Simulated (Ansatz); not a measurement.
Consider the ligand exchange at the Hf–O bond: `[OH][Hf]([OH])([OH])[F]` + NH₃ → `[NH2][Hf]([OH])([OH])[F]` + H₂O.

Isolated molecules relaxed with PBE0-D4/def2-TZVP in Ansatz; ΔE leaves out vibrations. CBS: MP2 limit from def2 TZ/QZ plus the TZ coupled-cluster correction, frozen cores. This one scheme is used for every species. DFT in def2-TZVPP. B3LYP here is the variant with VWN-RPA as its local correlation; programs differ in this. def2 core potentials past Kr. For Hf outer-core shells are correlated without core-valence functions, which leaves a few kJ/mol of doubt a bond. Each species was taken in one conformer, which may not be the lowest.

| level | ΔE (kJ/mol) | difference from CCSD(T)/CBS |
| --- | --- | --- |
| r2SCAN-D4 | 70.5 | 5.3 |
| B3LYP-D4 | 69.6 | 4.4 |
| ωB97X-V | 71.2 | 6.0 |
| PBE | 67.5 | 2.3 |
| PBE0 | 67.7 | 2.5 |
| B3LYP | 71.7 | 6.5 |
| MP2/def2-TZVPP | 67.6 | 2.4 |
| CCSD(T)/def2-TZVPP | 67.1 | 1.9 |
| MP2/def2-QZVPP | 66.5 | 1.3 |
| MP2/CBS(def2) | 65.8 | 0.6 |
| CCSD(T)/CBS | 65.2 | 0 |

Largest T1 diagnostic among the species: 0.015.

In def2-TZVPP, CCSD(T) changes the Hartree–Fock value by −8.3 kJ/mol (the triples alone add −0.9 kJ/mol) and MP2 by −7.8 kJ/mol.
